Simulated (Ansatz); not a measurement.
Program: Ansatz. Geometries: PBE0-D4/def2-TZVP. ΔE: electronic, gas phase. CBS: MP2 limit from def2 TZ/QZ plus the TZ coupled-cluster correction, frozen cores. Functionals use def2-TZVPP. B3LYP here is the variant with VWN-RPA as its local correlation; programs differ in this. Each species was taken in one conformer, which may not be the lowest.

`BOC(C)=O` + `[CH3][AlH][O][SiH3]` → `B[O][AlH][CH3]` + `CC(=O)O[SiH3]`  (redistribution)

| level | ΔE (kJ/mol) |
| --- | --- |
| B3LYP-D4 | -8.0 |
| CCSD/def2-SVP | -10.2 |
| SCS-MP2/def2-TZVPP | -4.4 |
| CCSD(T)/def2-TZVPP | -5.5 |

Task: What does CCSD(T)/CBS give? (An estimate is asked.)

Result: The calculation gave: -5.9 kJ/mol. The listed levels differ from it by -2.1, -4.3, 1.5, 0.4 kJ/mol.

Largest T1 diagnostic among the species: 0.015.

Leaving LDA and LC-ωPBE aside and taking each functional with its dispersion term where it has one, the values, not all of them listed here, spread over 7.7 kJ/mol, from PBE-D4 to BHLYP-D4. LDA lies −3.8 kJ/mol from PBE without D4. In def2-TZVPP, CCSD(T) changes the Hartree–Fock value by −5.3 kJ/mol (the triples alone add −1.2 kJ/mol) and MP2 by −6.0 kJ/mol. From BLYP to BHLYP (50 % exact exchange), in def2-TZVPP and without D4, ΔE moves by +4.4 kJ/mol.
